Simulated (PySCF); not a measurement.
Computed Raman spectrum (relative Raman activity) of a molecule C₄H₈Si. The structure is a stationary point at B3LYP-D3(BJ)/def2-SVP. Other conformers were not sampled. All values below come from B3LYP-D3(BJ)/def2-SVP in PySCF 2.14.0. Frequencies are harmonic and unscaled.

Lines under 2 % of the strongest are left out, and lines within 2 cm⁻¹ are merged.

| ν (cm⁻¹) | relative intensity |
|---|---|
| 146 | 2.6 |
| 498 | 2.2 |
| 617 | 7.8 |
| 672 | 3.0 |
| 691 | 4.1 |
| 931 | 4.1 |
| 942 | 12 |
| 962 | 11 |
| 1258 | 14 |
| 1385 | 3.0 |
| 1456 | 5.8 |
| 1470 | 9.8 |
| 2203 | 41 |
| 2207 | 90 |
| 2245 | 31 |
| 3019 | 63 |
| 3087 | 34 |
| 3117 | 100 |
| 3125 | 30 |
| 3202 | 57 |

**Question.** Which molecule gave these data?
A. C=C=C(C)[SiH3]
B. C#CC[SiH2]C
C. C#C[SiH](C)C
D. C=C1C[SiH2]C1

**Answer.** A, C=C=C(C)[SiH3]
